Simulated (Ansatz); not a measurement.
One change: `FC([SiH3])S` becomes `FC([SiH3])SS`.

Ansatz, PBE0-D4/def2-TZVP geometries, multiplicity 1. Each molecule was computed in one conformer, which needn't be the lowest.

```csv
property,`FC([SiH3])S`
HOMO energy (PBE0/def2-TZVPP) / eV,-7.56
HOMO–LUMO gap (B3LYP/def2-TZVPP) / eV,6.91
HOMO–LUMO gap (PBE0/def2-TZVPP) / eV,7.38
HOMO energy (ωB97M-V/def2-TZVPP) / eV,-9.78
HOMO–LUMO gap (ωB97M-V/def2-TZVPP) / eV,11.34
HOMO energy (PBE/def2-TZVPP) / eV,-6.33
```

Question: Give the same properties after the change, and the shifts. (Estimate.)

Answer: The calculation gave: 
```json
{"property": "HOMO energy (PBE0/def2-TZVPP) / eV", "`FC([SiH3])SS`": "-7.46", "shift": "0.10"}
{"property": "HOMO–LUMO gap (B3LYP/def2-TZVPP) / eV", "`FC([SiH3])SS`": "6.05", "shift": "-0.86"}
{"property": "HOMO–LUMO gap (PBE0/def2-TZVPP) / eV", "`FC([SiH3])SS`": "6.51", "shift": "-0.87"}
{"property": "HOMO energy (ωB97M-V/def2-TZVPP) / eV", "`FC([SiH3])SS`": "-9.61", "shift": "0.17"}
{"property": "HOMO–LUMO gap (ωB97M-V/def2-TZVPP) / eV", "`FC([SiH3])SS`": "10.71", "shift": "-0.63"}
{"property": "HOMO energy (PBE/def2-TZVPP) / eV", "`FC([SiH3])SS`": "-6.27", "shift": "0.06"}
```

With PBE0 the HOMO rises by 0.10 eV and the LUMO falls by 0.77 eV, so the gap narrows by about 0.87 eV. PBE moves the HOMO by 0.06 eV and ωB97M-V by 0.17 eV.

B3LYP here is the variant with VWN-RPA as its local correlation; programs differ in this.
